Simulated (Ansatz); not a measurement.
One change: `FBOC(F)(F)F` becomes `O=C(O)C(F)(F)F`.

Ansatz, PBE0-D4/def2-TZVP geometries, multiplicity 1. Each molecule was computed in one conformer, which needn't be the lowest.

```
                             property  `FBOC(F)(F)F`
HOMO–LUMO gap (B3LYP/def2-TZVPP) / eV           9.71
  HOMO–LUMO gap (PBE/def2-TZVPP) / eV           7.44
LUMO energy (ωB97M-V/def2-TZVPP) / eV           1.41
   HOMO energy (PBE0/def2-TZVPP) / eV         -10.80
  LUMO energy (B3LYP/def2-TZVPP) / eV          -0.87
   LUMO energy (PBE0/def2-TZVPP) / eV          -0.58
```

Task: What does the change do to each property? (Estimate.)

Result: The calculation gave: 
```csv
property,`O=C(O)C(F)(F)F`,shift
HOMO–LUMO gap (B3LYP/def2-TZVPP) / eV,7.59,-2.12
HOMO–LUMO gap (PBE/def2-TZVPP) / eV,5.25,-2.19
LUMO energy (ωB97M-V/def2-TZVPP) / eV,1.32,-0.09
HOMO energy (PBE0/def2-TZVPP) / eV,-9.21,1.59
LUMO energy (B3LYP/def2-TZVPP) / eV,-1.38,-0.51
LUMO energy (PBE0/def2-TZVPP) / eV,-1.07,-0.49
```

With PBE0 the HOMO rises by 1.59 eV and the LUMO falls by 0.49 eV, so the gap narrows by about 2.08 eV. PBE moves the HOMO by 1.63 eV and ωB97M-V by 1.56 eV.

B3LYP here is the variant with VWN-RPA as its local correlation; programs differ in this.
